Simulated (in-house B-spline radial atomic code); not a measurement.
Rb⁺. Computed with a B-spline radial atomic code. Model: non-relativistic spherical atom: semilocal Troullier-Martins pseudo-atom, one channel per l, against all electrons, high spin, G0W0 and RPA with empty states to l = 8, local potential for every l without a channel, a model core (radius 0 = none) keeps its share of the functional.

The core holds an angular momentum without a channel of its own, so the local potential lets valence electrons into it.

Without relativity these are model numbers for so heavy an element.

What the tables leave out is listed at the end.

The pseudopotential gives back the lowest level of each angular momentum of its own functional in the configuration it was made in; a second state of the same l is only approximately right. Exact exchange, RPA and GW see the smooth pseudo-orbitals and miss the exchange with the core, for which the functional's share stands in. The column with an uncorrelated core keeps all orbitals and exact exchange, and so separates missing core correlation from pseudisation. Only the three outermost levels and the lowest empty one were computed. RPA here is direct RPA, with no exchange kernel, and its energies carry an (l + 1/2)⁻⁴ tail. A hybrid on a potential with a model core restores only its own semilocal share of the core's exchange.

Command:
```bash
python run_psgw.py task.json out
```
Settings (lengths in bohr, energies in hartree):
```
Z                      37
electrons              36
configuration          [Ar] 3d10 4s2 4p6
generated_in           [Kr] 5s1
functional             pbe,pbe
core_shells            7
radius_factor          0.8
core_correction        True
```

Time taken, with all properties: 21 s on 1 thread of Arm Neoverse N1, on a shared host.

Given: made with PBE; model core radius 1.041 bohr; local radius 1.497 bohr; mean-field start PBE.

Valence shells of the generating configuration: 4p, 5s.

Channel: s 3.4, p 1.161 (radii in bohr).

Computed: largest level miss in the spin-unpolarised generating configuration 0.001 eV; valence RPA correlation energy all-electron orbitals -0.26278 hartree; valence RPA correlation energy pseudo -0.43223 hartree; all-electron RPA polarisability, core included 8.5489 bohr³.

| level | occupied | mean-field all-electron (eV) | mean-field pseudo minus all (eV) | G0W0 all-electron (eV) | G0W0 uncorrelated core minus all (eV) | G0W0 pseudo minus all (eV) | exchange self-energy all-electron (eV) | exchange self-energy pseudo (eV) |
| --- | --- | --- | --- | --- | --- | --- | --- | --- |
| 4p | 1 | -21.65 | 0.043 | -27.431 | -0.288 | 0.731 | -24.641 | -17.27 |
| 5s (empty) | 0 | -5.9248 | -0.011 | -3.9569 | 0.051 | -0.359 | -1.4361 | -1.3567 |

(1) What is the pseudo-atom RPA polarisability?

Given: mean-field start PBE0.

Computed: valence RPA correlation energy pseudo -0.40112 hartree; all-electron RPA polarisability, core included 7.7281 bohr³; pseudo-atom RPA polarisability 8.9193 bohr³.

| level | occupied | mean-field all-electron (eV) | mean-field pseudo minus all (eV) | G0W0 all-electron (eV) | G0W0 uncorrelated core minus all (eV) | G0W0 pseudo minus all (eV) | exchange self-energy all-electron (eV) | exchange self-energy pseudo (eV) |
| --- | --- | --- | --- | --- | --- | --- | --- | --- |
| 4p | 1 | -23.384 | 0.803 | -27.611 | -0.243 | 1.085 | -24.595 | -17.076 |
| 5s (empty) | 0 | -5.2928 | -0.233 | -4.0155 | 0.045 | -0.333 | -1.2219 | -1.346 |

(2) What is the valence RPA correlation energy all-electron orbitals?

## Answers

(1) 9.1538 bohr³.

(2) -0.24386 hartree.

Among the listed levels the largest G0W0 shift of the pseudo-atom is +1.08 eV, for 4p on the PBE0 start, while leaving the core uncorrelated moves that level by -0.24 eV. So pseudisation and the lost core exchange, not the missing core correlation, make the error. Not in the tables (levels of low weight, unsolved or above zero; the highest and the empty levels are kept at any weight): no Hartree-Fock pseudo-atom is run with a model core.
